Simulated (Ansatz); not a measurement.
Geometry optimisation, RHF/def2-SVP in Ansatz.

The input (input.yaml):

```yaml
crystal:
  periodic: [false, false, false]
  atoms:
    - { symbol: Si, position_ang: [-0.142609, 0.066232, -0.041662] }
    - { symbol: O, position_ang: [-0.148104, -0.049527, 1.607652] }
    - { symbol: H, position_ang: [-0.843809, 0.401545, 2.069507] }
    - { symbol: Cl, position_ang: [1.740793, 0.365845, -0.731795] }
    - { symbol: Cl, position_ang: [-1.262678, 1.729288, -0.501315] }
    - { symbol: Cl, position_ang: [-1.034159, -1.519932, -0.948078] }
    - { symbol: Br, position_ang: [1.61775, -2.690276, 1.288876] }
    - { symbol: H, position_ang: [1.196916, -1.669374, 2.283715] }
basis:
  gaussian: { orbitals: def2-SVP }
hamiltonian:
  xc: hf
relax:
  f_tol: 0.03
  max_steps: 50
```

Run as:

```bash
$ ansatz run input.yaml --threads 4 --pin off --max-ram 5120MiB --backend cpu --events-out ev --progress --plain --runs-dir out
```

Question: Where does it end, and by what steps?

Answer: The forces met the threshold. The force dipped under the threshold on the way, but the program's further checks kept it going. After 31 steps the energy has fallen by 0.356 eV; Br7 moved furthest, 1.77 Å.

```
step  energy less start (eV)  largest force component (eV/Å)  accepted
   0                  0.0000                           1.517       yes
   2                 -0.2668                           0.406       yes
   4                 -0.3103                           0.202       yes
   6                 -0.3060                           0.793        no
   8                 -0.3230                           0.282       yes
  10                 -0.3241                           0.541        no
  12                 -0.3377                           0.021       yes
  14                 -0.3427                           0.129       yes
  16                 -0.3454                           0.058       yes
  18                 -0.3468                           0.154       yes
  20                 -0.3507                           0.074       yes
  22                 -0.3525                           0.046       yes
  24                 -0.3535                           0.076       yes
  26                 -0.3539                           0.119        no
  28                 -0.3548                           0.079       yes
  30                 -0.3555                           0.046       yes
  31                 -0.3556                           0.016       yes
```

```xyz
8
Properties=species:S:1:pos:R:3
Si -0.340 0.253 -0.270
O -0.251 -0.536 1.149
H -0.996 -0.596 1.730
Cl 1.496 0.130 -1.125
Cl -0.852 2.205 0.033
Cl -1.742 -0.606 -1.477
Br 2.319 -2.506 2.903
H 1.491 -1.711 2.084
```

Whether the end is a true minimum wasn't checked by a vibrational analysis.

Time of the run: 51 s on 4 threads of Arm Neoverse V1, with other jobs on the host, peak memory 0.37 GiB.
